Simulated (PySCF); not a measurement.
difluoro(silyloxy)silane (F₂H₄OSi₂), SMILES F[SiH](F)O[SiH3]. Atoms are numbered in the order given.

```xyz
9

Si     2.0389     0.5650     0.3238
O      0.4757     0.0675     0.6476
Si    -1.0208    -0.3215     0.1523
F     -0.9465    -1.5240    -0.9182
F     -1.6831     0.9283    -0.6202
H      2.0125     1.9057    -0.3219
H      2.6984    -0.4172    -0.5792
H      2.7660     0.6364     1.6174
H     -1.8691    -0.7133     1.2820
```

Geometry: B3LYP-D3(BJ)/def2-SVP. The geometry has at least one imaginary mode, so it is a saddle point at that level. Other conformers were not sampled.

Two levels are set side by side: PBE/pcSseg-1 (PySCF) and HF/pcSseg-1 (PySCF). GIAO shifts against CFCl3 (¹⁹F), H2O (¹⁷O), TMS (²⁹Si), TMS (¹H) at the same level; non-relativistic, no solvent, atoms listed together averaged. Differences are taken from unrounded values.

```tsv
quantity	HF	PBE	PBE minus HF
δ(²⁹Si) of Si1 (ppm)	-41.0	-36.1	4.9
δ(¹⁷O) of O2 (ppm)	26.6	58.5	31.9
δ(²⁹Si) of Si3 (ppm)	-76.8	-67.0	9.8
δ(¹⁹F) of F4, F5 (ppm)	-114.8	-159.0	-44.2
δ(¹H) of H9 (ppm)	4.19	4.90	0.70
```

Rough cost on one machine, each run with all the roots and properties that it gave: HF against PBE within a factor of 2.
